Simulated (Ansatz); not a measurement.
Frontier orbitals of `[CH3][AlH][I]`.

Z-matrix (Å, degrees):
```
C
Al 1 1.940
H 1 1.091 2 112.7
H 1 1.095 2 110.3 3 121.2
H 1 1.095 2 110.3 3 -121.2
I 2 2.483 1 119.5 3 0.2
H 2 1.580 1 124.3 3 -179.8
```

The species carries charge 0 and has multiplicity 1. Correlated methods include outer-core shells of I, which these sets cover unevenly. I takes the def2 core potential. The geometry is a stationary point of PBE0-D4/def2-TZVP. Basis def2-TZVPP, Ansatz.

```csv
functional,HOMO (eV),LUMO (eV),gap (eV)
PBE,-6.36,-2.16,4.20
revPBE,-6.32,-2.05,4.27
r2SCAN,-6.65,-1.86,4.79
PBE0,-7.49,-1.42,6.07
B3LYP,-7.24,-1.61,5.63
HSE06 (plane-wave form),-7.10,-1.79,5.31
ωB97M-V,-9.60,0.20,9.80
```

Against PBE, PBE0 changes HOMO and LUMO by −1.13 and +0.74 eV, ωB97M-V by −3.24 and +2.36 eV. A gap of 4.20 eV thus becomes 9.80 eV for the same molecule, so an orbital gap means little without its functional. A positive LUMO is unbound and depends on the basis.

B3LYP here is the variant with VWN-RPA as its local correlation; programs differ in this.
